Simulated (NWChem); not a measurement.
C$_{3}$H$_{9}$ClGe; SMILES [CH3][Ge]([CH3])([Cl])[CH3]

```xyz
14

C      1.8496    -0.2576     0.8326
Ge     0.0000     0.0000     0.2871
C     -0.7017     1.7306     0.8326
C     -1.1479    -1.4730     0.8326
Cl     0.0000     0.0000    -1.9038
H      1.9245    -0.2674     1.9310
H      2.2327    -1.2124     0.4451
H      2.4793     0.5555     0.4440
H     -1.7207     1.8694     0.4440
H     -0.7307     1.8004     1.9310
H     -0.0663     2.5397     0.4451
H     -1.1938    -1.5330     1.9310
H     -0.7586    -2.4249     0.4440
H     -2.1663    -1.3273     0.4451
```
Atoms are numbered in this order, from 1.

Computed with NWChem. Pople sets run with spherical d functions. STO-3G and 3-21G are far too small for this property and stand as cheap habits. Coordinates come from a PBE0/def2-SVP optimisation. GIAO values for the isolated, static molecule; σ is the absolute isotropic shielding, δ = σ(reference) − σ with the isolated reference molecule computed at the same levels (13C: tetramethylsilane, 1H: tetramethylsilane).

```csv
level,δ C1 (ppm),σ Ge2 (ppm),σ Cl5 (ppm),δ H6 (rotor mean) (ppm),relative time
Hartree-Fock/STO-3G,-5.0,2243.2,1260.6,0.32,1
BHandHLYP/pcSseg-1,3.7,1246.7,980.4,0.49,20
Hartree-Fock/6-31G*,2.6,1555.5,1047.0,0.32,7
```

Relative times are rough (shared machine, one core).
